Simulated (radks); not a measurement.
Results of a calculation; reference values are marked as such.
Coherent X-ray form factor from a spherical all-electron density. Level of theory: scalar-relativistic Kohn-Sham, LDA (Slater exchange, Perdew-Wang correlation), spin-polarised, spherical densities, finite nucleus; Fermi nuclear charge, rms radius of each element as measured or else 0.836 A^(1/3) + 0.57 fm (a radial shooting solver on a logarithmic mesh with Libxc functionals).

sin(theta)/lambda (1/angstrom),f0 (electrons)
0.05,18.764
0.1,18.091
0.15,17.073
0.2,15.834
0.25,14.502
0.3,13.185
0.4,10.876
0.5,9.175
0.6,8.023
0.8,6.671
1,5.739
1.25,4.648
1.5,3.658
2,2.295

The species is in the configuration that NIST lists as its ground one. Which atom or ion scatters so?

Answer. The titanium ion Ti3+, [Ar] 3d1. Extrapolating in s^2 from the first two rows gives f0(0) = 19.0, near the electron count 19; among species with that count, the fall with angle is slower the higher Z, and the table is that of Z = 22; from so few rows the species is fixed only to a neighbour or two.
